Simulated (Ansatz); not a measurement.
Ansatz (a program for electronic structure) input:

Ansatz 0.2 input:
```yaml
crystal:
  periodic: [false, false, false]
  atoms:
    - {symbol: O, position_ang: [-0.17162219, -0.51820555, 1.99820384]}
    - {symbol: Te, position_ang: [0.02773571, 0.31709196, 0.09901208]}
    - {symbol: C, position_ang: [1.48583310, -1.18877620, -0.22708799]}
    - {symbol: C, position_ang: [-1.66466020, -0.85568664, -0.41129627]}
    - {symbol: O, position_ang: [0.18598298, 0.68238708, -1.94693810]}
    - {symbol: H, position_ang: [-0.13822629, 0.16982413, 2.67114829]}
    - {symbol: H, position_ang: [1.41856987, -1.47341418, -1.27294542]}
    - {symbol: H, position_ang: [2.46539823, -0.76926384, -0.01062910]}
    - {symbol: H, position_ang: [1.26160307, -2.00040091, 0.45873059]}
    - {symbol: H, position_ang: [-2.55355759, -0.23862890, -0.30408577]}
    - {symbol: H, position_ang: [-1.53811148, -1.16081560, -1.44582159]}
    - {symbol: H, position_ang: [-1.69507828, -1.68780233, 0.28585443]}
    - {symbol: H, position_ang: [0.29522165, 1.62504468, -2.11069985]}
basis:
  gaussian:
    orbitals: def2-SVPD
magnetization: {spin_polarized: false}
correlation: {method: ccsd_t, electrons: outside_noble_gas}
output: {forces: true}
```

**Question.** What final total energy does it print?

**Answer.** -497.81772 Eh (CCSD(T)/def2-SVPD). The basis has 185 functions.
